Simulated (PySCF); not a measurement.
PBE0 on Lu⁻ (lutetium, charge -1), [Xe] 4f14 5d2 6s2, high-spin 3F determinant. All numbers are calculated (PySCF 2.14, the spin-free X2C one-electron Hamiltonian (Gaussian nucleus), in x2c-TZVPPall with one added diffuse shell each of s, p, d type (12s8p8d2f2g, 108 functions)).

```
cycle= 1 E= -14563.1948260252  delta_E= -0.0188  |g|= 0.26  |ddm|= 0.462
cycle= 2 E= -14563.142439453  delta_E= 0.0524  |g|= 0.273  |ddm|=    1
cycle= 3 E= -14563.1636176276  delta_E= -0.0212  |g|= 0.208  |ddm|= 1.25
cycle= 4 E= -14563.2027455176  delta_E= -0.0391  |g|= 0.041  |ddm|= 0.447
cycle= 5 E= -14563.206180766  delta_E= -0.00344  |g|= 0.00909  |ddm|= 0.213
cycle= 6 E= -14563.2062740879  delta_E= -9.33e-05  |g|= 0.0062  |ddm|= 0.0234
cycle= 7 E= -14563.2063191059  delta_E= -4.5e-05  |g|= 0.00257  |ddm|= 0.0152
cycle= 8 E= -14563.2063297792  delta_E= -1.07e-05  |g|= 0.000221  |ddm|= 0.00907
cycle= 9 E= -14563.2063298758  delta_E= -9.66e-08  |g|= 5.24e-05  |ddm|= 0.00093
cycle= 10 E= -14563.2063298827  delta_E= -6.85e-09  |g|= 4.72e-05  |ddm|= 0.000181
cycle= 11 E= -14563.2063298575  delta_E= 2.52e-08  |g|= 3.29e-06  |ddm|= 0.00159
cycle= 12 E= -14563.2063298575  delta_E= 5.46e-12  |g|= 7.21e-07  |ddm|= 7.67e-05
converged SCF energy = -14563.2063298575  <S^2> = 2.0013833  2S+1 = 3.000922
```

Highest occupied orbital energy: 0.992 eV; ⟨L²⟩ = 12.00; populations by l: s 12.00, p 24.00, d 22.00, f 14.00.

(1) Can this result be used?

## Answers

(1) With care. Self-consistency was reached. Spin-orbit coupling, absent here, splits the open shell strongly. The configuration of this anion was assumed by filling the next shell in order. It is not the known or likely ground configuration (Ca⁻, Sr⁻ and Ba⁻, for instance, bind a p electron), so these values are not the electron affinity of the element. At PBE0 the highest occupied level has a positive energy, so only the finite basis holds that electron.
